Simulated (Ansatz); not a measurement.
Program: Ansatz. Geometries: PBE0-D4/def2-TZVP. ΔE: electronic, gas phase. CCSD(T)/CBS is the MP2 limit (def2-TZVPP, def2-QZVPP) plus CCSD(T) − MP2 in def2-TZVPP, frozen cores. DFT in def2-TZVPP. B3LYP here is the variant with VWN-RPA as its local correlation; programs differ in this. HSE06 is defined as in plane-wave codes. Open shells (•) are unrestricted, without spin–orbit coupling. For Ga outer-core shells are correlated without core-valence functions, which leaves a few kJ/mol of doubt a bond. Scalar relativity is left out up to krypton.

`C[NH][GaH2]` → `[GaH2]`• + `C[NH]`•  (homolysis of the Ga–N bond)

```
             level  ΔE (kJ/mol)  difference from CCSD(T)/CBS
            PBE-D4        375.5                        -29.9
           BLYP-D4        362.1                        -43.3
         r2SCAN-D4        363.3                        -42.1
            B97M-V        374.1                        -31.3
           PBE0-D4        371.0                        -34.4
          B3LYP-D4        365.7                        -39.7
        r2SCANh-D4        361.0                        -44.4
        r2SCAN0-D4        357.9                        -47.5
          HSE06-D4        370.7                        -34.7
          BHLYP-D4        357.8                        -47.6
      CAM-B3LYP-D4        376.3                        -29.1
           ωB97X-V        386.0                        -19.4
           ωB97M-V        381.5                        -23.9
            B2PLYP        376.0                        -29.4
          PBE-QIDH        386.8                        -18.6
               PBE        368.0                        -37.4
            revPBE        341.8                        -63.6
              BLYP        346.1                        -59.3
            r2SCAN        361.4                        -44.0
              PBE0        364.6                        -40.8
             B3LYP        353.5                        -51.9
           r2SCANh        359.0                        -46.4
           r2SCAN0        355.7                        -49.7
             HSE06        364.7                        -40.7
             BHLYP        347.7                        -57.7
           LC-ωPBE        377.1                        -28.3
       HF/def2-SVP        265.1                       -140.3
      MP2/def2-SVP        405.6                          0.2
     CCSD/def2-SVP        373.5                        -31.9
  CCSD(T)/def2-SVP        382.0                        -23.4
     HF/def2-TZVPP        253.2                       -152.2
    MP2/def2-TZVPP        417.1                         11.7
SCS-MP2/def2-TZVPP        404.2                         -1.2
   CCSD/def2-TZVPP        376.7                        -28.7
     HF/def2-QZVPP        253.2                       -152.2
    MP2/def2-QZVPP        426.8                         21.4
SCS-MP2/def2-QZVPP        414.0                          8.6
      HF/CBS(def2)        253.2                       -152.2
     MP2/CBS(def2)        434.1                         28.7
    CCSD/CBS(def2)        393.8                        -11.6
       CCSD(T)/CBS        405.4                            0
```

Largest T1 diagnostic among the species: 0.015.

From PBE to PBE0 (25 % exact exchange), in def2-TZVPP and without D4, ΔE moves by −3.4 kJ/mol: exact exchange takes away binding that semilocal exchange gives to molecules. The D4 term adds +12.2 kJ/mol with B3LYP and +6.4 kJ/mol with PBE0; it sums over pairs of atoms, weighted by their polarisabilities, and B3LYP, whose exchange is more repulsive, gets the larger term.
